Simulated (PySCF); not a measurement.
C₄H₅NSi, SMILES C([SiH](C#C)N)#C. Atoms are numbered in the order given.

```xyz
11

C      2.6172    -0.3023    -0.7853
C      1.5350    -0.2475    -0.2323
Si    -0.0971    -0.1538     0.6004
N     -0.8024    -1.7237     0.5741
C     -1.0638     1.1558    -0.2674
C     -1.7306     2.0061    -0.8287
H      3.5751    -0.3507    -1.2725
H      0.0505     0.2631     2.0207
H     -0.8591    -2.2222    -0.3075
H     -1.6224    -1.9025     1.1436
H     -2.3152     2.7594    -1.3265
```
Charge 0, spin multiplicity 1.

The structure is a stationary point at PBE0-D3(BJ)/def2-SVP. This is a generated structure with no PubChem entry under its InChIKey; it may be hypothetical. Other conformers were not sampled.

Two levels are set side by side: PBE/pcSseg-1 (PySCF) and PBE0/pcSseg-1 (PySCF). GIAO shifts against NH3 (¹⁵N), TMS (²⁹Si), TMS (¹H), TMS (¹³C) at the same level; non-relativistic, no solvent, atoms listed together averaged. Differences are taken from unrounded values.

```tsv
quantity	PBE0	PBE	PBE minus PBE0
δ(¹³C) of C1, C6 (ppm)	102.8	98.8	-4.0
δ(²⁹Si) of Si3 (ppm)	-68.8	-73.4	-4.6
δ(¹⁵N) of N4 (ppm)	21.6	26.0	4.4
δ(¹H) of H7, H11 (ppm)	2.58	2.47	-0.11
δ(¹H) of H8 (ppm)	5.04	5.22	0.18
```

Rough cost on one machine, each run with all the roots and properties that it gave: PBE0 against PBE within a factor of 2.
